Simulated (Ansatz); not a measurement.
Input file for Ansatz (a quantum-chemistry and plane-wave program): R-CCSD(T)/cc-pVDZ on C2H5BO (SMILES C=CBO).

Ansatz 0.2 input:
```yaml
crystal:
  periodic: [false, false, false]
  atoms:
    - {symbol: C, position_ang: [1.29842025, 0.21248894, 0.29140918]}
    - {symbol: C, position_ang: [0.41196808, -0.27959354, -0.57687677]}
    - {symbol: B, position_ang: [-1.11665075, -0.39437479, -0.28841871]}
    - {symbol: O, position_ang: [-1.76133177, 0.42094288, 0.58490491]}
    - {symbol: H, position_ang: [1.00117858, 0.58790817, 1.26720409]}
    - {symbol: H, position_ang: [2.36321647, 0.24403678, 0.08942391]}
    - {symbol: H, position_ang: [0.79668052, -0.67635750, -1.51346836]}
    - {symbol: H, position_ang: [-1.79476281, -1.22099938, -0.81987295]}
    - {symbol: H, position_ang: [-1.19871859, 1.10594845, 0.96569468]}
basis:
  gaussian:
    orbitals: cc-pVDZ
magnetization: {spin_polarized: false}
correlation: {method: ccsd_t, electrons: outside_noble_gas}
scf: {lower_state_search: off}
```

The log:

```
WARN ansatz: RAYON_NUM_THREADS=1 ignored (pool sized by the plan → 1); use --threads N
Functional definition: HF
these checks for a lower state are left out or cut short: stability, starts, cluster_reference, orbital_swaps, neighbouring_geometries, increment
integrals: 0.06 GiB planned
739 factors; integrals over basis functions are off by at most 1.2e-3 eV
mean field: 0.14 GiB planned
mean field evaluation 1: about -4847.1923 eV, gradient 3.4e1 eV
mean field evaluation 2: about -4847.1945 eV, gradient 3.4e1 eV
mean field evaluation 4: about -4849.9771 eV, gradient 3.6e0 eV
mean field evaluation 8: about -4850.0149 eV, gradient 9.9e-5 eV
mean field -4850.01486629 eV, -178.2347588781 hartree, gradient 2.0e-6 eV, S^2 0.000000; 0 other end points of the search recorded, 0 dependent functions left out
4 core orbitals not correlated
reference -4850.01486629 eV, -178.2347588781 hartree; 11, 11 occupied and 66, 66 virtual orbitals, 739 factors
second order -14.58709534 eV of doubles, -0.00000000 eV of singles
coupled cluster: 0.22 GiB planned
cycle   1  -15.15089784 eV  change   -5.6e-1 eV  update   9.2e-2
cycle   2  -15.55966082 eV  change   -4.1e-1 eV  update   2.9e-2
cycle   3  -15.66704748 eV  change   -1.1e-1 eV  update   1.6e-2
cycle   4  -15.66387421 eV  change    3.2e-3 eV  update   4.7e-3
cycle   5  -15.66332860 eV  change    5.5e-4 eV  update   2.1e-3
cycle   6  -15.66383951 eV  change   -5.1e-4 eV  update   6.6e-4
cycle   7  -15.66365447 eV  change    1.9e-4 eV  update   2.7e-4
cycle   8  -15.66361717 eV  change    3.7e-5 eV  update   8.8e-5
cycle   9  -15.66362880 eV  change   -1.2e-5 eV  update   2.6e-5
perturbative correction -0.48466897 eV, -0.0178112563 hartree
Total energy: -4866.16316407 eV, -178.8281978757 hartree
Checks for a lower state left out: stability, starts, cluster_reference, orbital_swaps, neighbouring_geometries, increment
```

Self-consistency was reached.

Cost: roughly 4 core-seconds.
